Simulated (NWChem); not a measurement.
System: C$_{3}$, singlet; SMILES [C]=C=[C]

NWChem printed, in part:

```
             Northwest Computational Chemistry Package (NWChem) 7.3.0
             --------------------------------------------------------

                             Geometry "geometry" -> ""
                             -------------------------

 Output coordinates in angstroms (scale by  1.889725989 to convert to a.u.)

  No.       Tag          Charge          X              Y              Z
 ---- ---------------- ---------- -------------- -------------- --------------
    1 C                    6.0000    -1.29495300     0.06514300     0.01993900
    2 C                    6.0000     0.00045100     0.00837100    -0.00000200
    3 C                    6.0000     1.29450300    -0.07351400    -0.01993700

 Effective nuclear repulsion energy (a.u.)      36.7261777329

                              NWChem Property Module
                              ----------------------

  itol2e modified to match energy
  convergence criterion.

                                 NWChem DFT Module
                                 -----------------

 Summary of "ao basis" -> "ao basis" (spherical)
 ------------------------------------------------------------------------------
       Tag                 Description            Shells   Functions and Types
 ---------------- ------------------------------  ------  ---------------------
 C                          pcsseg-1                 7       17   3s3p1d

  itol2e modified to match energy
  convergence criterion.

            General Information
            -------------------
          SCF calculation type: DFT
          Wavefunction type:  closed shell.
          No. of atoms     :     3
          No. of electrons :    18
           Alpha electrons :     9
            Beta electrons :     9
          Charge           :     0
          Spin multiplicity:     1
          Use of symmetry is: off; symmetry adaption is: off
          Maximum number of iterations: 150
          AO basis - number of functions:    51
                     number of shells:    21
          Convergence on energy requested:  1.00D-07
          Convergence on density requested:  1.00D-05
          Convergence on gradient requested:  5.00D-04

              XC Information
              --------------
                        BHLYP Method XC Functional
                     Hartree-Fock (Exact) Exchange  0.500
                        Slater Exchange Functional  0.500 local
                    Becke 1988 Exchange Functional  0.500 non-local
              Lee-Yang-Parr Correlation Functional  1.000

             Grid Information
             ----------------
          Grid used for XC integration:  fine
          Radial quadrature: Mura-Knowles
          Angular quadrature: Lebedev.
          Tag              B.-S. Rad. Rad. Pts. Rad. Cut. Ang. Pts.
          ---              ---------- --------- --------- ---------
          C                   0.70       70           8.0       590
          Grid pruning is: on
          Number of quadrature shells:   210
          Spatial weights used:  Erf1

      Superposition of Atomic Density Guess
      -------------------------------------

 Sum of atomic energies:        -112.96101353

      Non-variational initial energy
      ------------------------------

[...]

          -----------------------------------------
          Chemical Shielding Tensors (GIAO, in ppm)
          -----------------------------------------

                                NWChem CPHF Module
                                ------------------

  scftype          =     RHF
  nclosed          =        9
  nopen            =        0
  variables        =      378
  # of vectors     =        3
  tolerance        = 0.10D-03
  level shift      = 0.00D+00
  max iterations   =       50
  max subspace     =       30

 SCF residual:    3.7439256293665901E-005

Iterative solution of linear equations
  No. of variables      378
  No. of equations        3
  Maximum subspace       30
        Iterations       50
       Convergence  1.0D-04

   iter   nsub   residual    time
   ----  ------  --------  ---------
     1      3    1.82D+00       2.3
     2      6    3.99D-01       2.6
     3      9    2.24D-02       2.8
     4     12    3.51D-03       3.1
     5     15    1.73D-03       3.4
     6     18    1.66D-04       3.7
     7     21    1.71D-05       3.9

      Atom:    1  C
        Diamagnetic
    268.3762     -0.8274     -0.2699
     -0.8274    250.8848      0.0127
     -0.2699      0.0127    250.8500

        Paramagnetic
     -1.9374    -33.5160    -10.4893
    -33.5160   -681.7250      0.5159
    -10.4893      0.5159   -683.0389

        Total Shielding Tensor
    266.4388    -34.3433    -10.7592
    -34.3433   -430.8402      0.5287
    -10.7592      0.5287   -432.1889

           isotropic =    -198.8634
          anisotropy =    -350.4964

          Principal Components and Axis System
                 1           2           3
             -432.5277   -432.3546    268.2919

      1         0.0491      0.0154      0.9987
      2         0.9988     -0.0006     -0.0491
      3        -0.0002      0.9999     -0.0154

      Atom:    2  C
        Diamagnetic
    284.8692     -1.7880     -0.5142
     -1.7880    251.5727      0.0275
     -0.5142      0.0275    251.4864

        Paramagnetic
     -1.1363    -19.4166     -5.5846
    -19.4166   -362.7066      0.2990
     -5.5846      0.2990   -363.6983

        Total Shielding Tensor
    283.7329    -21.2046     -6.0987
    -21.2046   -111.1339      0.3266
     -6.0987      0.3266   -112.2120

           isotropic =      20.1290
          anisotropy =     397.2499

          Principal Components and Axis System
                 1           2           3
              284.9623   -112.3059   -112.2693

      1         0.9985      0.0154      0.0535
      2        -0.0535     -0.0006      0.9986
      3        -0.0154      0.9999     -0.0002
```

Level: BHandHLYP/pcSseg-1, GIAO. Low-valent species are run as closed-shell singlets; no triplet was tried in these runs. The geometry was optimised at B3LYP/6-31G* (spherical d). The printed shielding anisotropy is the first printed principal value minus the mean of the other two.

Q: Write an input that gives this output.

A: Several could match; the one computed here: the input that was run:
```
start job
memory heap 200 mb stack 900 mb global 1100 mb
geometry units angstroms noautosym nocenter noautoz
  C     -1.294953     0.065143     0.019939
  C      0.000451     0.008371    -0.000002
  C      1.294503    -0.073514    -0.019937
end
basis spherical
  C library pcsseg-1
end
dft
  xc bhlyp
  iterations 150
end
property
  shielding 2 1 2
end
task dft property
```
